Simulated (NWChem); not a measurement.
Program: NWChem. System: C2H6N, charge 0, spin multiplicity 2, at a geometry optimised with UPBE0/def2-SVP. The structure started from a generated list of species. Its SCF solution wasn't tested for a lower state. Level: UHF/def2-TZVP.

NWChem printed:

```
             Northwest Computational Chemistry Package (NWChem) 7.3.0
             --------------------------------------------------------

                                NWChem Input Module
                                -------------------

 Scaling coordinates for geometry "geometry" by  1.889725989
 (inverse scale =  0.529177249)

                             Geometry "geometry" -> ""
                             -------------------------

 Output coordinates in angstroms (scale by  1.889725989 to convert to a.u.)

  No.       Tag          Charge          X              Y              Z
 ---- ---------------- ---------- -------------- -------------- --------------
    1 C                    6.0000     1.24357400     0.19985600    -0.31962800
    2 C                    6.0000     0.05974800    -0.38895900     0.35131900
    3 N                    7.0000    -1.17481900     0.19501400    -0.13739000
    4 H                    1.0000     2.24037200     0.10162300     0.11657500
    5 H                    1.0000     1.14605200     0.56260700    -1.34628800
    6 H                    1.0000     0.20164800    -0.33048800     1.45492400
    7 H                    1.0000     0.02109400    -1.47916700     0.13470400
    8 H                    1.0000    -1.22482200     1.17687900     0.12815600
    9 H                    1.0000    -1.98053900    -0.26193500     0.28351000

 Effective nuclear repulsion energy (a.u.)      76.2898593237

            Nuclear Dipole moment (a.u.)
            ----------------------------
        X                 Y               Z
 ---------------- ---------------- ----------------
     0.0000075589    -0.0000018897    -0.0000056692


 Summary of "ao basis" -> "" (spherical)
 ------------------------------------------------------------------------------
       Tag                 Description            Shells   Functions and Types
 ---------------- ------------------------------  ------  ---------------------
 *                         def2-tzvp                  on all atoms

 Summary of "ao basis" -> "ao basis" (spherical)
 ------------------------------------------------------------------------------
       Tag                 Description            Shells   Functions and Types
 ---------------- ------------------------------  ------  ---------------------
 C                         def2-tzvp                11       31   5s3p2d1f
 N                         def2-tzvp                11       31   5s3p2d1f
 H                         def2-tzvp                 4        6   3s1p

                                 NWChem SCF Module
                                 -----------------

  ao basis        = "ao basis"
  functions       =   129
  atoms           =     9
  alpha electrons =    13
  beta  electrons =    12
  charge          =   0.00
  wavefunction    = UHF
  use symmetry    = F
  symmetry adapt  = F

 Summary of "ao basis" -> "ao basis" (spherical)
 ------------------------------------------------------------------------------
       Tag                 Description            Shells   Functions and Types
 ---------------- ------------------------------  ------  ---------------------
 C                         def2-tzvp                11       31   5s3p2d1f
 N                         def2-tzvp                11       31   5s3p2d1f
 H                         def2-tzvp                 4        6   3s1p

 Forming initial guess at       0.0s

 Starting SCF solution at       0.0s

 ----------------------------------------------
         Quadratically convergent UHF

 Convergence threshold     :          1.000E-07
 Maximum no. of iterations :          100
 Integral*density screening:          1.000E-09
 ----------------------------------------------

              iter       energy          gnorm     gmax       time
             ----- ------------------- --------- --------- --------
                 1     -133.6573354027  4.93D-01  8.19D-02      2.2
                 2     -133.6721052319  2.46D-02  4.91D-03      3.2
                 3     -133.6723210341  3.54D-04  9.25D-05      5.2
                 4     -133.6723210968  1.12D-07  1.76D-08      8.3
                 5     -133.6723210968  4.43D-09  6.74D-10      9.8
[...]
   114      0.918797  7 H  s                 43     -0.697952  2 C  px
    45      0.642373  2 C  pz                75      0.473951  3 N  py

                     UHF Final Beta Molecular Orbital Analysis
                     -----------------------------------------

 Vector   10  Occ=1.000000D+00  E=-5.262426D-01
              MO Center=  9.2D-01,  1.8D-01, -2.9D-01, r^2= 2.4D+00
   Bfn.  Coefficient  Atom+Function         Bfn.  Coefficient  Atom+Function
  ----- ------------  ---------------      ----- ------------  ---------------
   101     -0.230594  5 H  s                  8      0.215312  1 C  pz
    95      0.200719  4 H  s                 11      0.165847  1 C  pz

 Vector   11  Occ=1.000000D+00  E=-5.089484D-01
              MO Center=  1.3D-01, -2.6D-01,  6.8D-02, r^2= 2.3D+00
   Bfn.  Coefficient  Atom+Function         Bfn.  Coefficient  Atom+Function
  ----- ------------  ---------------      ----- ------------  ---------------
    38      0.223947  2 C  py                41      0.199877  2 C  py
     6     -0.191811  1 C  px               113     -0.176343  7 H  s
    37      0.150077  2 C  px

 Vector   12  Occ=1.000000D+00  E=-3.923245D-01
              MO Center= -8.8D-01,  6.7D-02, -5.6D-02, r^2= 1.7D+00
   Bfn.  Coefficient  Atom+Function         Bfn.  Coefficient  Atom+Function
  ----- ------------  ---------------      ----- ------------  ---------------
    70      0.363214  3 N  pz                73      0.339330  3 N  pz
    76      0.317697  3 N  pz               107     -0.162841  6 H  s

 Vector   13  Occ=0.000000D+00  E= 1.151567D-01
              MO Center=  3.8D-01,  3.8D-01, -3.9D-02, r^2= 5.0D+00
   Bfn.  Coefficient  Atom+Function         Bfn.  Coefficient  Atom+Function
  ----- ------------  ---------------      ----- ------------  ---------------
    67      1.117329  3 N  s                 36      1.087719  2 C  s
   120     -0.741982  8 H  s                126     -0.627347  9 H  s
   114     -0.596161  7 H  s                 13     -0.498573  1 C  py
     5     -0.421636  1 C  s                 14     -0.418195  1 C  pz
   108     -0.332323  6 H  s                 35     -0.273359  2 C  s

 Vector   14  Occ=0.000000D+00  E= 1.474069D-01
              MO Center= -3.3D-01, -3.2D-01,  6.0D-01, r^2= 7.1D+00
   Bfn.  Coefficient  Atom+Function         Bfn.  Coefficient  Atom+Function
  ----- ------------  ---------------      ----- ------------  ---------------
    36      4.211178  2 C  s                108     -1.794763  6 H  s
   114     -1.367034  7 H  s                126     -1.212309  9 H  s
    67      0.813517  3 N  s                  5     -0.696455  1 C  s
    13      0.684667  1 C  py               120     -0.673637  8 H  s
    35     -0.550576  2 C  s                 96     -0.541498  4 H  s

 Vector   15  Occ=0.000000D+00  E= 1.848467D-01
              MO Center= -1.5D-01, -3.3D-01,  5.2D-01, r^2= 7.9D+00
   Bfn.  Coefficient  Atom+Function         Bfn.  Coefficient  Atom+Function
  ----- ------------  ---------------      ----- ------------  ---------------
    36      5.087410  2 C  s                 67     -2.583475  3 N  s
   114     -2.471712  7 H  s                 96     -1.284125  4 H  s
   108     -1.287074  6 H  s                120      1.245310  8 H  s
    12      1.122702  1 C  px                 5     -0.736217  1 C  s
   126      0.607405  9 H  s                 76     -0.402077  3 N  pz

 center of mass
 --------------
 x =  -0.01734188 y =   0.00983576 z =  -0.03285982

 moments of inertia (a.u.)
 ------------------
          49.935384384424           2.327541912974          14.220075590315
           2.327541912974         203.051964365774          14.774203928767
          14.220075590315          14.774203928767         202.652250105067

  Mulliken analysis of the total density
  --------------------------------------

    Atom       Charge   Shell Charges
 -----------   ------   -------------------------------------------------------
    1 C    6     6.31   0.85  1.12  0.49  0.67  0.15  1.20  1.33  0.43  0.02  0.04  0.01
    2 C    6     5.98   0.85  1.12  0.47  0.64  0.03  1.22  1.28  0.20  0.03  0.10  0.01
    3 N    7     7.57   0.82  1.16  0.52  0.85  0.20  1.49  1.74  0.75  0.01  0.04  0.00
    4 H    1     0.88   0.26  0.49  0.10  0.02
    5 H    1     0.87   0.26  0.48  0.10  0.02
    6 H    1     0.93   0.27  0.51  0.13  0.02
    7 H    1     0.92   0.26  0.51  0.12  0.02
    8 H    1     0.78   0.26  0.42  0.06  0.04
    9 H    1     0.78   0.26  0.42  0.06  0.04

  Mulliken analysis of the alpha density
  --------------------------------------

    Atom       Charge   Shell Charges
 -----------   ------   -------------------------------------------------------
    1 C    6     3.77   0.43  0.56  0.26  0.36  0.11  0.79  0.91  0.32  0.01  0.02  0.00
    2 C    6     2.90   0.43  0.56  0.23  0.31  0.00  0.59  0.61  0.08  0.02  0.06  0.01
    3 N    7     3.79   0.41  0.58  0.26  0.42  0.10  0.75  0.87  0.37  0.00  0.02  0.00
    4 H    1     0.40   0.12  0.22  0.04  0.01
    5 H    1     0.39   0.12  0.22  0.04  0.01
    6 H    1     0.48   0.14  0.26  0.07  0.01
    7 H    1     0.49   0.14  0.27  0.07  0.01
    8 H    1     0.39   0.13  0.21  0.03  0.02
    9 H    1     0.39   0.13  0.21  0.03  0.02

   Mulliken analysis of the beta density
   -------------------------------------

    Atom       Charge   Shell Charges
 -----------   ------   -------------------------------------------------------
    1 C    6     2.54   0.43  0.56  0.23  0.31  0.05  0.42  0.41  0.10  0.01  0.02  0.00
    2 C    6     3.07   0.43  0.56  0.24  0.33  0.03  0.63  0.67  0.12  0.01  0.04  0.00
    3 N    7     3.78   0.41  0.58  0.26  0.42  0.10  0.74  0.87  0.37  0.00  0.02  0.00
    4 H    1     0.48   0.14  0.27  0.06  0.01
    5 H    1     0.48   0.14  0.27  0.06  0.01
    6 H    1     0.45   0.13  0.25  0.06  0.01
    7 H    1     0.42   0.12  0.23  0.05  0.01
    8 H    1     0.39   0.13  0.21  0.03  0.02
    9 H    1     0.39   0.13  0.21  0.03  0.02

   Mulliken analysis of the spin density
   -------------------------------------

    Atom       Charge   Shell Charges
 -----------   ------   -------------------------------------------------------
    1 C    6     1.24   0.00 -0.00  0.04  0.05  0.06  0.37  0.50  0.22 -0.00  0.00 -0.00
    2 C    6    -0.17  -0.00  0.00 -0.01 -0.02 -0.02 -0.04 -0.07 -0.04  0.00  0.02  0.00
    3 N    7     0.01   0.00 -0.00  0.00  0.00 -0.00  0.00  0.00 -0.00 -0.00 -0.00 -0.00
    4 H    1    -0.09  -0.02 -0.05 -0.02  0.01
    5 H    1    -0.09  -0.02 -0.05 -0.03  0.01
    6 H    1     0.03   0.01  0.02  0.00 -0.00
    7 H    1     0.07   0.02  0.04  0.02 -0.00
    8 H    1     0.00  -0.00  0.00  0.00 -0.00
    9 H    1    -0.00  -0.00 -0.00  0.00 -0.00

       Multipole analysis of the density wrt the origin
       ------------------------------------------------

     L   x y z        total         alpha         beta         nuclear
     -   - - -        -----         -----         ----         -------
     0   0 0 0     -0.000000    -13.000000    -12.000000     25.000000

     1   1 0 0     -0.068114     -1.148900      1.080778      0.000008
     1   0 1 0     -0.006985     -0.202067      0.195084     -0.000002
     1   0 0 1      0.536654      0.508481      0.028179     -0.000006

     2   2 0 0    -13.989668    -64.855221    -58.973982    109.839535
     2   1 1 0     -0.224504      0.040758      1.163357     -1.428619
     2   1 0 1     -1.476700      5.023754      3.616642    -10.117096
     2   0 2 0    -14.491057    -18.487263    -15.613464     19.609670
     2   0 1 1     -0.092546      4.699656      4.991894     -9.784096
     2   0 0 2    -15.933154    -18.466874    -17.262427     19.796147

 Task  times  cpu:        9.8s     wall:        9.8s

 Total times  cpu:        9.8s     wall:        9.8s
```

Q: Write an NWChem input that would produce this output.

A: Several could match; the one computed here: 
```
start mol
memory heap 200 mb stack 900 mb global 1100 mb
geometry units angstroms nocenter noautoz noautosym
  C      1.243574     0.199856    -0.319628
  C      0.059748    -0.388959     0.351319
  N     -1.174819     0.195014    -0.137390
  H      2.240372     0.101623     0.116575
  H      1.146052     0.562607    -1.346288
  H      0.201648    -0.330488     1.454924
  H      0.021094    -1.479167     0.134704
  H     -1.224822     1.176879     0.128156
  H     -1.980539    -0.261935     0.283510
end
basis spherical
  * library def2-tzvp
end
scf
  uhf
  nopen 1
  maxiter 100
  thresh 1e-7
  semidirect memsize 60000000 filesize 0
  # guess.movecs holds the orbitals of an unrestricted PBE0 run
  vectors input guess.movecs output mol.movecs
end
task scf energy
```
